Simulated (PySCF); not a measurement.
## Pt⁶⁵⁺: ionisation energy

Pt⁶⁵⁺ [Ne] 3s2 3p1 (2P) → Pt⁶⁶⁺ [Ne] 3s2 (1S), as a difference of total energies. Computed with PySCF 2.14 in an even-tempered Gaussian basis (16 s from 18 bohr⁻², ratio 2.5; 10 p from 24 bohr⁻², ratio 2.5; 4 d from 92 bohr⁻², ratio 2.7; 4 f from 140 bohr⁻², ratio 2.7), with no relativity, point nucleus. Correlated levels: outer shells: 1s2 frozen; virtual orbitals above 40 to 60 times the deepest correlated orbital energy dropped. The calculations carry no spin-orbit coupling.

| method | ionisation energy (eV) |
| --- | --- |
| UHF | 7054.4 |
| LDA | 7056.7 |
| PBE | 7058.4 |
| PBE0 | 7057.7 |
| r2SCAN | 7056.8 |
| B3LYP | 7058.9 |
| TPSSh | 7057.7 |
| MP2 (outer shells) | 7054.3 |
| SCS-MP2 (outer shells) | 7053.9 |

A first-order spin-orbit estimate (lowest level to lowest level, LS coupling) adds 192.3 eV.

The gap to the reference is mostly relativistic.

First order in ζ underestimates the shift of j = l − 1/2 levels at high Z.

For comparison: 7660 ± 30 eV (theoretical estimate listed by NIST; NIST Atomic Spectra Database, ionization energies).
